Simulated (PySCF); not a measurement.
**dimethyl malonate: calculation and literature**

Bonds (- single, = double, # triple, : aromatic): C1-O2, O2-C3, C3=O4, C3-C5, C5-C6, C6=O7, C6-O8, O8-C9. C1 carries H10, H11, H12; C5 carries H13, H14; C9 carries H15, H16, H17.

Measured values that the calculation should reproduce: δ 13C C3/C6 170.9; C1/C9 54.0; C5 42.1; δ 1H H10/H11/H12/H15/H16/H17 3.76; H13/H14 3.41 ppm (measured; solution, TFE-d3, 298 K; Fulmer et al., Organometallics 2010, 29, 2176).
δ 13C C3/C6 168.1; C1/C9 53.0; C5 41.8; δ 1H H10/H11/H12/H15/H16/H17 3.68; H13/H14 3.38 ppm (measured; solution, CD3CN, 298 K; Fulmer et al., Organometallics 2010, 29, 2176).
δ 13C C3/C6 167.2; C1/C9 52.6; C5 41.1; δ 1H H10/H11/H12/H15/H16/H17 3.75; H13/H14 3.40 ppm (measured; solution, CDCl3, 298 K; Fulmer et al., Organometallics 2010, 29, 2176).
δ 13C C3/C6 167.3; C1/C9 52.8; C5 41.5; δ 1H H10/H11/H12/H15/H16/H17 3.72; H13/H14 3.37 ppm (measured; solution, CD2Cl2, 298 K; Fulmer et al., Organometallics 2010, 29, 2176).
δ 13C C3/C6 170.1; C1/C9 53.6; C5 42.1; δ 1H H10/H11/H12/H15/H16/H17 3.78; H13/H14 3.60 ppm (measured; solution, D2O, 298 K; Fulmer et al., Organometallics 2010, 29, 2176).
δ 13C C3/C6 167.1; C1/C9 52.1; C5 41.1; δ 1H H10/H11/H12/H15/H16/H17 3.65; H13/H14 3.35 ppm (measured; solution, THF-d8, 298 K; Fulmer et al., Organometallics 2010, 29, 2176).

Non-relativistic, in vacuum, rapidly exchanging positions averaged, one conformer. Shielding tensors at PBE0/pcSseg-1 (GIAO); GFN2-xTB geometry; PySCF 2.14.0 with density-fitted response routines.

Problem. What does the calculation give, and how does it compare?

Solution. 
Reference values: measured (solution, TFE-d3, 298 K; Fulmer et al., Organometallics 2010, 29, 2176).
```json
{"atoms": "C3/C6", "quantity": "δ 13C", "reference": "170.9", "computed": "172.7", "computed, scaled": "166.1"}
{"atoms": "C1/C9", "quantity": "δ 13C", "reference": "54.0", "computed": "53.5", "computed, scaled": "50.0"}
{"atoms": "C5", "quantity": "δ 13C", "reference": "42.1", "computed": "47.6", "computed, scaled": "44.2"}
{"atoms": "H10/H11/H12/H15/H16/H17", "quantity": "δ 1H", "reference": "3.76", "computed": "3.97", "computed, scaled": "3.83"}
{"atoms": "H13/H14", "quantity": "δ 1H", "reference": "3.41", "computed": "3.33", "computed, scaled": "3.23"}
```

Reference values: measured (solution, CD3CN, 298 K; Fulmer et al., Organometallics 2010, 29, 2176).
| atoms | quantity | reference | computed | computed, scaled |
| --- | --- | --- | --- | --- |
| C3/C6 | δ 13C | 168.1 | 172.7 | 166.1 |
| C1/C9 | δ 13C | 53.0 | 53.5 | 50.0 |
| C5 | δ 13C | 41.8 | 47.6 | 44.2 |
| H10/H11/H12/H15/H16/H17 | δ 1H | 3.68 | 3.97 | 3.83 |
| H13/H14 | δ 1H | 3.38 | 3.33 | 3.23 |

Reference values: measured (solution, CDCl3, 298 K; Fulmer et al., Organometallics 2010, 29, 2176).
```
                  atoms  quantity  reference  computed  computed, scaled
                  C3/C6     δ 13C      167.2     172.7             166.1
                  C1/C9     δ 13C       52.6      53.5              50.0
                     C5     δ 13C       41.1      47.6              44.2
H10/H11/H12/H15/H16/H17      δ 1H       3.75      3.97              3.83
                H13/H14      δ 1H       3.40      3.33              3.23
```

Reference values: measured (solution, CD2Cl2, 298 K; Fulmer et al., Organometallics 2010, 29, 2176).
```
                  atoms  quantity  reference  computed  computed, scaled
                  C3/C6     δ 13C      167.3     172.7             166.1
                  C1/C9     δ 13C       52.8      53.5              50.0
                     C5     δ 13C       41.5      47.6              44.2
H10/H11/H12/H15/H16/H17      δ 1H       3.72      3.97              3.83
                H13/H14      δ 1H       3.37      3.33              3.23
```

Reference values: measured (solution, D2O, 298 K; Fulmer et al., Organometallics 2010, 29, 2176).
| atoms | quantity | reference | computed | computed, scaled |
| --- | --- | --- | --- | --- |
| C3/C6 | δ 13C | 170.1 | 172.7 | 166.1 |
| C1/C9 | δ 13C | 53.6 | 53.5 | 50.0 |
| C5 | δ 13C | 42.1 | 47.6 | 44.2 |
| H10/H11/H12/H15/H16/H17 | δ 1H | 3.78 | 3.97 | 3.83 |
| H13/H14 | δ 1H | 3.60 | 3.33 | 3.23 |

Reference values: measured (solution, THF-d8, 298 K; Fulmer et al., Organometallics 2010, 29, 2176).
| atoms | quantity | reference | computed | computed, scaled |
| --- | --- | --- | --- | --- |
| C3/C6 | δ 13C | 167.1 | 172.7 | 166.1 |
| C1/C9 | δ 13C | 52.1 | 53.5 | 50.0 |
| C5 | δ 13C | 41.1 | 47.6 | 44.2 |
| H10/H11/H12/H15/H16/H17 | δ 1H | 3.65 | 3.97 | 3.83 |
| H13/H14 | δ 1H | 3.35 | 3.33 | 3.23 |

Computed shifts are σ(ref) − σ with the named reference compound (TMS for H and C) calculated as an isolated molecule at the same level. The measured values may be among those fitted. Scaled to experiment by linear calibration (H and C: mostly CDCl3 data, vs TMS): 1H (scatter 0.17 ppm rms, 0.18 ppm with the 4 outliers that the fit left out); 13C (scatter 2.1 ppm rms, 2.3 ppm with the 13 outliers that the fit left out). Occasional misses reach two or three times the rms, and more in compound classes unlike the fitted ones.

Problem. How far are the unscaled 13C shifts from the references?

Solution. Mean signed difference +3.57 ppm, mean absolute 3.64 ppm over 18 comparisons; the largest is +6.5 ppm at C5 (sp3 CH2 α to a carbonyl).

Problem. How far are the unscaled 1H shifts from the references?

Solution. Mean signed difference +0.08 ppm, mean absolute 0.17 ppm over 12 comparisons; the largest is +0.32 ppm at H10/H11/H12/H15/H16/H17 (hydrogen on a methyl carbon bonded to O).

Problem. Among the solvents listed, which proton depends most on the solvent?

Solution. H13/H14: from 3.35 ppm in THF-d8 to 3.60 ppm in D2O. The gas-phase calculation gives a single value and can't show this spread.

30 of the 60 published NMR values on file for this molecule are compared. The rest: values from further sources, protons in aromatic solvents.
